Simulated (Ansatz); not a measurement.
CdGeH6Si, SMILES [Cd]([GeH3])[SiH3]. Atoms are numbered in the order given.

```xyz
9

Cd     0.4621     0.1019    -0.6229
Si     0.1371     2.1086    -2.1638
H     -0.9566     3.0073    -1.6771
H     -0.2238     1.6859    -3.5537
H      1.3795     2.9377    -2.2623
Ge     0.7889    -1.9308     0.9396
H      1.6286    -3.0555     0.2827
H      1.5175    -1.5560     2.2551
H     -0.5555    -2.5791     1.3568
```

Geometry optimised at B3LYP-D3(BJ)/def2-SVP. The structure was generated by enumeration; whether it is a known compound was not checked. The def2 effective core potentials stand for the cores of Cd; spin–orbit coupling is left out.

Two levels are set side by side: PBE-D3(BJ)/def2-SVP (Ansatz, a quantum-chemistry and plane-wave program) and B3LYP-D3(BJ)/def2-SVP (Ansatz). Each level has its own optimised geometry; the coordinates shown are those of the second. Differences are taken from unrounded values.

```csv
quantity,B3LYP-D3(BJ)
mean bond length (Å),1.784
bond Cd1–Si2 (Å),2.551
bond Cd1–Ge6 (Å),2.585
bond Si2–H3 (Å),1.497
bond Si2–H4 (Å),1.497
bond Si2–H5 (Å),1.497
bond Ge6–H7 (Å),1.550
bond Ge6–H8 (Å),1.550
bond Ge6–H9 (Å),1.550
```

Question: What does PBE-D3(BJ) give, and how far is it from B3LYP-D3(BJ)? (Estimate from the structure and the level; the computed values follow.)

Answer: 
```csv
quantity,PBE-D3(BJ),PBE-D3(BJ) minus B3LYP-D3(BJ)
mean bond length (Å),1.790,0.005
bond Cd1–Si2 (Å),2.541,-0.010
bond Cd1–Ge6 (Å),2.575,-0.010
bond Si2–H3 (Å),1.510,0.013
bond Si2–H4 (Å),1.510,0.013
bond Si2–H5 (Å),1.510,0.013
bond Ge6–H7 (Å),1.558,0.008
bond Ge6–H8 (Å),1.558,0.008
bond Ge6–H9 (Å),1.558,0.008
```

GGA bonds tend to be longer and softer than those of functionals with exact exchange. Differences between two approximate levels are no errors against the true value.
